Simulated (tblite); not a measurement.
C5H2FN3.
Numbering: `[N:1]#[C:2][c:3]1[cH:4][c:5]([F:6])[cH:7][n:8][n:9]1` (hydrogens: H10 on C4; H11 on C7)

Computed values, GFN2-xTB/tblite, gas phase, harmonic and unscaled. Against measured fundamentals such values can be off by several per cent, at times by over 20.

Harmonic wavenumbers (cm⁻¹): 120.1, 132.7, 189.2, 322.7, 363.4, 441.5, 465.4, 497.9, 547.2, 609.6, 719.9, 743.9, 841.5, 899.2, 971.6, 1027.3, 1110.5, 1144.5, 1192.2, 1282.6, 1371.2, 1395.5, 1498.7, 1530.7, 2384.4, 3100.5, 3104.6.

A = 3656, B = 1223, C = 916.2 MHz; mass 123.023 u (most abundant isotopes); point group Cs, symmetry number 1.

Zero-point energy?

½Σν̃ = 14004 cm⁻¹ = 167.53 kJ/mol.

Entropy at 200 K, 1 bar (ideal gas, RRHO, classical rotation)?

Translation 160.57, rotation 115.32, vibration 36.71: S = 312.6 J/(mol K).

And Cp and H(200 K) − H(0)?

Cp = 86.26 J/(mol K), of which vibrations give 53.01 (their classical limit is 27 R = 224.5); H(200 K) − H(0) = 11.23 kJ/mol without the zero-point energy, 4.57 from vibrations.

What must be added to the electronic energy to get the Gibbs energy at 200 K and 1 bar?

ZPE + [H(200 K) − H(0)] − T·S = 167.53 + 11.23 − 62.52 = 116.24 kJ/mol.

Blend soft modes into free rotors: weight 1/[1 + (100 cm⁻¹/ν̃)⁴] for the oscillator and the rest for a rotor with moment μB/(μ + B), μ = h/(8π²ν), B = 10⁻⁴⁴ kg m². What vibrational entropy results?

36.80 J/(mol K) in place of 36.71, which changes −T·S at 200 K by -0.02 kJ/mol.

How do the functions run with temperature in this model?

| T (K) | S (J/(mol K)) | Cp (J/(mol K)) | H − H(0) (kJ/mol) | G − H(0) (kJ/mol) | ln q(vib) |
| --- | --- | --- | --- | --- | --- |
| 150 | 290.1 | 70.6 | 7.30 | -36.22 | 1.01 |
| 250 | 333.5 | 101.5 | 15.92 | -67.45 | 2.38 |
| 298.15 | 352.6 | 115.4 | 21.15 | -83.98 | 3.10 |
| 400 | 390.3 | 141.5 | 34.27 | -121.83 | 4.68 |
| 600 | 455.1 | 177.9 | 66.51 | -206.56 | 7.83 |
| 900 | 533.7 | 208.4 | 124.97 | -355.38 | 12.29 |

q(vib) and H(0) count from the zero-point level.

Hindered rotation and anharmonicity are outside this model.
